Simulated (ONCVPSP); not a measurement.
Plane-wave convergence, ONCV potential for caesium

Cs, optimised norm-conserving Vanderbilt (ONCV), made with ONCVPSP 4.0.1 (PBEsol, scalar-relativistic). Core [Kr] 4d10, reference 5s2 5p6 6s1. Waves: 5s+6s: rc 3.20 bohr, ncon 3, nbas 8, qcut 4.8 1/bohr, 2 projectors; 5p: rc 2.75 bohr, ncon 4, nbas 9, qcut 5.1 1/bohr, 2 projectors, debl 2.5 Ha; d scattering state at 0.06 Ha: rc 2.80 bohr, ncon 4, nbas 7, qcut 3.6 1/bohr, 2 projectors, debl 0.5 Ha. Local part: polynomial inside 1.85 bohr (lpopt 5, dvloc0 0 Ha). Core correction: polynomial model core, fcfact 0.3.

In the d channel the program set the typed energies aside and used 0.050, 0.550 Ha.

Problem. For each optimised wave give the share of its norm inside rc, the residual kinetic energy above qcut (Ha) and the cutoffs (Ha) for errors of 10, 1, 0.1 and 0.01 mHa per electron.

Solution.

```json
{"wave": "5s", "norm inside rc": "0.980", "residual KE": "5.6e-09", "10 mHa": "3.0", "1 mHa": "5.6", "0.1 mHa": "7.2", "0.01 mHa": "8.5"}
{"wave": "6s", "norm inside rc": "0.079", "residual KE": "2.8e-09", "10 mHa": "1.2", "1 mHa": "4.6", "0.1 mHa": "6.8", "0.01 mHa": "8.3"}
{"wave": "5p", "norm inside rc": "0.829", "residual KE": "1.8e-07", "10 mHa": "2.8", "1 mHa": "6.4", "0.1 mHa": "9.0", "0.01 mHa": "10.7"}
{"wave": "p projector 2", "norm inside rc": "0.165", "residual KE": "9.8e-06", "10 mHa": "4.4", "1 mHa": "9.0", "0.1 mHa": "11.2", "0.01 mHa": "14.0"}
{"wave": "d projector 1", "norm inside rc": "0.421", "residual KE": "6.5e-06", "10 mHa": "2.9", "1 mHa": "4.3", "0.1 mHa": "5.3", "0.01 mHa": "6.6"}
{"wave": "d projector 2", "norm inside rc": "0.268", "residual KE": "2.2e-05", "10 mHa": "3.4", "1 mHa": "4.8", "0.1 mHa": "5.8", "0.01 mHa": "7.2"}
```

The occupied waves need 6.4 Ha and 9.0 Ha for 1 and 0.1 mHa.
